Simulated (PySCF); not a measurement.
C₃H₈IPSi.
Numbering: `[PH2:1][Si@H:2]1[CH2:3][C@@H:4]([I:5])[CH2:6]1` (hydrogens: H7, H8 on P1; H9 on Si2; H10, H11 on C3; H12 on C4; H13, H14 on C6)

Theory: PBE0-D3(BJ)/def2-SVP geometry optimisation, gas phase, def2 core potentials past Kr in PySCF.

Task: Give the optimised bond lengths and angles.

Result: 
```
          bond  length (Å)   order
        P1–Si2       2.258  single
Si2–C3, Si2–C6       1.907  single
  C3–C4, C4–C6       1.530  single
         C4–I5       2.192  single
  P1–H7, P1–H8       1.430  single
        Si2–H9       1.494  single
C3–H10, C6–H13       1.102  single
C3–H11, C6–H14       1.097  single
        C4–H12       1.099  single
```

Bonds in one row agree within 0.01 Å and their mean is given. Orders are formal, as drawn. A selection of angles:
```
     angle  degrees
 Si2–P1–H7     93.3
  H7–P1–H8     93.9
 P1–Si2–C3    123.0
 P1–Si2–C6    117.9
 P1–Si2–H9    108.7
 C3–Si2–C6     77.5
 C3–Si2–H9    113.3
 Si2–C3–C4     84.9
Si2–C3–H10    109.0
Si2–C3–H11    123.9
 C4–C3–H10    111.4
 C4–C3–H11    116.4
H10–C3–H11    109.2
  C3–C4–I5    115.5
  C3–C4–C6    102.6
 C3–C4–H12    110.6
 I5–C4–H12    102.1
 C4–C6–H14    116.6
```

Torsions: P1–Si2–C3–C4 136° (anticlinal); Si2–C3–C4–I5 -153° (antiperiplanar); C3–C4–C6–Si2 27° (synperiplanar); P1–Si2–C6–C4 -142° (anticlinal).

The 4-membered ring Si2–C3–C4–C6 has internal angles of 77.5° to 102.6°; it is puckered, 0.17 Å rms from its mean plane, widest ring torsion 27°. Si2 (SiH silicon) has angles from 77.5° to 123.0°. P1 (three-coordinate phosphorus) is pyramidal (angles 93.9°, 93.3° and 93.3°, sum 280.4°, 0.87 Å off the plane of its three neighbours).

Not checked by PBE0-D3(BJ)/def2-SVP frequencies. One conformer, not necessarily the lowest (H–P1–Si2–C3 66° and -28°, P1–Si2–C3–C4 136°, Si2–C3–C4–I5 -153°, C3–C4–C6–Si2 27°, P1–Si2–C6–C4 -142°).
